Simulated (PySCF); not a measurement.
Ga(Vi)(OH)(OMe), C₃H₇GaO₂, SMILES [O]([Ga]([CH]=C)[OH])C at its PBE0/def2-SVP optimised geometry (Å):

```
13

Ga    -0.9504     0.9413     0.0000
C      0.9855     0.9413     0.0000
C      1.7314    -0.1702     0.0387
H      1.4979     1.9108    -0.0303
H      2.8278    -0.1317     0.0401
H      1.2940    -1.1739     0.0714
O     -1.8757     2.4597     0.0000
H     -2.8278     2.3146     0.0024
O     -2.0226    -0.4883    -0.0013
C     -1.6527    -1.8316    -0.0077
H     -1.1051    -2.1329     0.9072
H     -2.5590    -2.4597    -0.0605
H     -1.0208    -2.1046    -0.8758
```

Level of theory: PBE0/def2-TZVP in PySCF.

Map of the electron localisation function on the plane z = 1.5 Å:

```
|00000000000000000000000000000|
|00000000000000000000000000000|
|00000000000000000000000000000|
|00000000000000000000000000000|
|00000000111000000000000000000|
|00000001232100000000000000000|
|00000001343200000000000000000|
|00000001343100000000000000000|
|00000001233100000000000000000|
|00000000122100011110000000000|
|00000000011001222211000000000|
|00000000000001333432100000000|
|00000000000001334565200000000|
|00000000111001124675310000000|
|00000012221000012554311000000|
|00000123321000001233211000000|
|00000011100000000121100000000|
|00000000000000000111000000000|
|00000000014673000010000000000|
|00000000169998100000000000000|
|00000000289999400000000000000|
|00000000179999500000000000000|
|00000000049999300000000000000|
|00000000015775000000000000000|
|00000000000110000000000000000|
|00000000000000000000000000000|
|00000000000000000000000000000|
|00000000000000000000000000000|
|00000000000000000000000000000|
```
Scale: ten equal steps from 0.000 (start of '0') to 0.996 (end of '9'), in the order '0123456789'; x runs from -5.00 to 5.00, y from -5.00 (bottom) to 5.00 (top).
